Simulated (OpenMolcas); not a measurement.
Co4+ among 6 point charges of -1.5 e arranged as an octahedron (Oh), 2.03 Å from the ion.

```json
{
 "Program": "OpenMolcas 26.06",
 "Method": "SS-CASPT2, IPEA 0.25 Eh, imaginary shift 0.1 Eh (closed shells correlated: 3s 3p)",
 "Basis": "ANO-RCC-VDZP [5s4p2d1f]",
 "Scalar Hamiltonian": "DKH2, point nucleus",
 "Active space": "5 electrons in 5 orbitals (3d)",
 "State averaging": "2S+1 = 6 even, 1 root; 2S+1 = 4 even, 24 roots; 2S+1 = 2 even, 75 roots",
 "Spin-orbit coupling": "state interaction with AMFI integrals over the reference wave functions"
}
```

(1) What is the spin-free ground state (labels of O, the rotations of Oh)?

(2) What are the lowest two levels with spin-orbit coupling?

(3) What is χT at 300 K, and how does it compare with the textbook value?

Answers

(1) 6A1, 1-fold in its orbital part, 100 % from free-ion S terms; it has the highest spin that d5 allows.

(2) A 6-fold level, then a 2-fold level Γ7 39710 cm-1 above it. Their leading multiplicities are 6 (100 %) and 4 (100 %).

(3) The lowest level has 2S+1 = 6, for which the spin-only value is χT = S(S+1) / 2 = 4.375 cm3 K/mol (g = 2). The computed 4.385 at 300 K differs by +0.010, little more than the free-electron g of 2.0023 accounts for.

Roots that are degenerate in the reference are averaged as groups; the widest CASPT2 spread within a group is 92 cm-1 (the 2-fold group of multiplicity 2 near 71400 cm-1 above the lowest state of its run). Shifts and gaps below about the spread of the groups concerned are not significant. Point charges give a weaker field than real ligands, and real ions of this kind are often low spin; the high spin found here belongs to the model. Free-ion shares, where given, are those of the reference states; single-state CASPT2 does not remix them. This is an electrostatic model: the charges have no orbitals. No measured value stands beside these numbers.
